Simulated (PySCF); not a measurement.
# Correlation energy of Ca (calcium, neutral)

[Ar] 3d1 4s1, high-spin 3D determinant (an excited configuration). Computed with PySCF 2.14 in aug-cc-pVDZ-X2C (6s5p3d, 36 functions), with scalar relativity by spin-free X2C-1e. Frozen: [Ar]; 2 electrons correlated.

With two correlated electrons CCSD is exact within the correlated space (frozen core and kept virtual orbitals).

```json
{"level": "CCSD", "correlation energy (mhartree)": "-2.38"}
```

Diagnostics: T1 = 0.011, D1 = 0.0202, largest double amplitude 0.055.

Cost of the coupled-cluster step: of the order of 0.07 core-seconds, for 2 correlated electrons.

Iterations:

```
CC2 = 0
CCSD nocc = (np.int64(2), np.int64(0)), nmo = (27, 27)
frozen orbitals [[0, 1, 2, 3, 4, 5, 6, 7, 8], [0, 1, 2, 3, 4, 5, 6, 7, 8]]
max_cycle = 100
direct = 0
conv_tol = 1e-08
conv_tol_normt = 1e-06
diis_space = 8
diis_start_cycle = 0
Init t2, MP2 energy = -0.00117053754102199
Init E_corr(UCCSD) = -0.00117053755511419
cycle = 1  E_corr(UCCSD) = -0.00175275807125013  dE = -0.000582220516  norm(t1,t2) = 0.0221918
cycle = 2  E_corr(UCCSD) = -0.0020474583203694  dE = -0.000294700249  norm(t1,t2) = 0.0122755
cycle = 3  E_corr(UCCSD) = -0.0023839458591783  dE = -0.000336487539  norm(t1,t2) = 0.00719689
cycle = 4  E_corr(UCCSD) = -0.00237979308266556  dE = 4.15277651e-06  norm(t1,t2) = 0.00178968
cycle = 5  E_corr(UCCSD) = -0.00238204680883619  dE = -2.25372617e-06  norm(t1,t2) = 0.000434346
cycle = 6  E_corr(UCCSD) = -0.00238126306973095  dE = 7.83739105e-07  norm(t1,t2) = 0.000105877
cycle = 7  E_corr(UCCSD) = -0.00238173790823912  dE = -4.74838508e-07  norm(t1,t2) = 2.62169e-05
cycle = 8  E_corr(UCCSD) = -0.00238164198914918  dE = 9.59190899e-08  norm(t1,t2) = 9.4636e-06
cycle = 9  E_corr(UCCSD) = -0.0023816667774157  dE = -2.47882665e-08  norm(t1,t2) = 3.79449e-06
cycle = 10  E_corr(UCCSD) = -0.00238166873968958  dE = -1.96227388e-09  norm(t1,t2) = 9.04462e-07
UCCSD converged
E(UCCSD) = -679.544428783945  E_corr = -0.002381668739689581
```
